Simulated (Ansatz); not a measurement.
## A rate constant, worked out

An elementary step of GaH3S, closed shell (GaH₃S ([SH][GaH2]) → GaH + H₂S; Ga–S, Ga–H broken or loosened, S–H formed or tightened). The start structure is the reactant molecule, and the electronic barrier above it is 2.517 eV by CCSD(T) at an estimated basis limit (MP2 extrapolated from triple and quadruple zeta, plus CCSD(T) − MP2 in triple zeta). Computed with Ansatz 0.2.0 (basis: def2-TZVPP and def2-QZVPP); correlated methods freeze the cores. Filled d shells of the heavier atoms are correlated. The def2 sets are not built for correlating such inner shells, so the correlated values are less sure here. Extrapolation: Hartree–Fock as exp(−7.88 √X), correlation as X^−2.97. Harmonic wavenumbers at PBE0-D4/def2-TZVP (Ansatz 0.2.0), in cm⁻¹:

Start: 399, 410, 429, 596, 710, 737, 2000, 2015, 2719.

Saddle: 997i, 209, 262, 483, 611, 865, 1656, 1894, 2714.

(1) Work out the transition-state-theory rate constant at 800 K from these numbers alone (harmonic vibrations; rotation, path degeneracy and anharmonicity left out), and the Wigner tunnelling factor. Use 1 cm⁻¹ = 1.2398 × 10⁻⁴ eV and k_B = 8.617 × 10⁻⁵ eV/K.

No T1 diagnostic of these runs exceeds 0.017. The restricted Hartree–Fock reference is unstable towards an unrestricted one at one or more of these structures.

## Answers

(1) Zero-point energies, half the sums: start 10015/2 cm⁻¹ = 0.6209 eV; saddle, real modes only, 8694/2 cm⁻¹ = 0.5390 eV.
Barrier with zero-point energy: 2.517 + 0.5390 − 0.6209 = 2.4351 eV.
k_BT = 0.06894 eV, so the barrier is 35.32 k_BT.
Vibrational partition functions from the zero-point level, ln q = −Σ ln(1 − exp(−hν/k_BT)): start 3.058, saddle 3.419.
k = (k_BT/h) exp(ln q‡ − ln q) exp(−E0/k_BT), with log₁₀(k_BT/h in s⁻¹) = 13.22: log₁₀ k = 13.22 + (0.361 − 35.32)/2.3026 = -1.96, so k ≈ 1 × 10^(-2) s⁻¹.
Wigner factor: 1 + (hν‡/k_BT)²/24 = 1 + (1.79)²/24 = 1.13. A change of 1 kcal/mol (0.043 eV) in the barrier would change k by a factor of 1.9 at this temperature.

Labels in which every atom is bracketed show which atoms are joined, not bond orders.

For scale, one of the runs: CCSD(T)/def2-TZVPP, 132 basis functions, launched by `ansatz run in.yaml --threads 2 --pin off --events-out ev --progress --plain --max-ram 4352MiB`. Time: 12 s of wall clock on 2 CPU threads of an Arm Neoverse V2; the host was shared. Peak host memory: 0.62 GiB.
